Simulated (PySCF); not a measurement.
Correlation energy of Br(2+) (bromine, charge +2)

[Ar] 3d10 4s2 4p3, high-spin 4S determinant. Computed with PySCF 2.14 in cc-pVDZ-PP with ECP10MDF (4s3p2d, 23 functions), with a scalar-relativistic core potential. Frozen: 3s2 3p6 3d10; 5 electrons correlated.

MP2 pair energies summed by pair of shells (mhartree):

```tsv
pair	energy	share (%)
4s-4p	-38.18	66.6
4p-4p	-13.65	23.8
4s-4s	-5.53	9.6
```

Total MP2 correlation energy: -57.36 mhartree.

Same-spin part -14.99 and opposite-spin part -42.37 mhartree; SCS-MP2 scales them by 1/3 and 6/5 to -55.84 mhartree.

```json
{"level": "CCSD", "correlation energy (mhartree)": "-71.98"}
{"level": "(T)", "correlation energy (mhartree)": "-0.55"}
{"level": "CCSD(T)", "correlation energy (mhartree)": "-72.53"}
```

Diagnostics: T1 = 0.0010, D1 = 0.0017, largest double amplitude 0.058.

Cost of the coupled-cluster step: 0.14 s of wall time on 1 thread of Neoverse-N1 (shared host), for 5 correlated electrons.

Iterations:

```
CC2 = 0
CCSD nocc = (np.int64(4), np.int64(1)), nmo = (14, 14)
frozen orbitals [[0, 1, 2, 3, 4, 5, 6, 7, 8], [0, 1, 2, 3, 4, 5, 6, 7, 8]]
max_cycle = 100
direct = 0
conv_tol = 1e-08
conv_tol_normt = 1e-06
diis_space = 8
diis_start_cycle = 0
Init t2, MP2 energy = -0.0573604420967056
Init E_corr(UCCSD) = -0.0573604421004517
cycle = 1  E_corr(UCCSD) = -0.0688651765421916  dE = -0.0115047344  norm(t1,t2) = 0.0333972
cycle = 2  E_corr(UCCSD) = -0.0712189474374815  dE = -0.0023537709  norm(t1,t2) = 0.00848578
cycle = 3  E_corr(UCCSD) = -0.0719911914712091  dE = -0.000772244034  norm(t1,t2) = 0.00262141
cycle = 4  E_corr(UCCSD) = -0.0719785229914111  dE = 1.26684798e-05  norm(t1,t2) = 0.000245563
cycle = 5  E_corr(UCCSD) = -0.0719788684553911  dE = -3.4546398e-07  norm(t1,t2) = 2.18748e-05
cycle = 6  E_corr(UCCSD) = -0.0719786880241356  dE = 1.80431256e-07  norm(t1,t2) = 3.78368e-06
cycle = 7  E_corr(UCCSD) = -0.0719787903820343  dE = -1.02357899e-07  norm(t1,t2) = 3.4694e-07
cycle = 8  E_corr(UCCSD) = -0.0719787747431356  dE = 1.56388987e-08  norm(t1,t2) = 7.19977e-08
cycle = 9  E_corr(UCCSD) = -0.0719787711432373  dE = 3.59989831e-09  norm(t1,t2) = 2.85403e-08
UCCSD converged
E(UCCSD) = -414.4092550889303  E_corr = -0.07197877114323729
UCCSD(T) correction = -0.00055021557122669
```
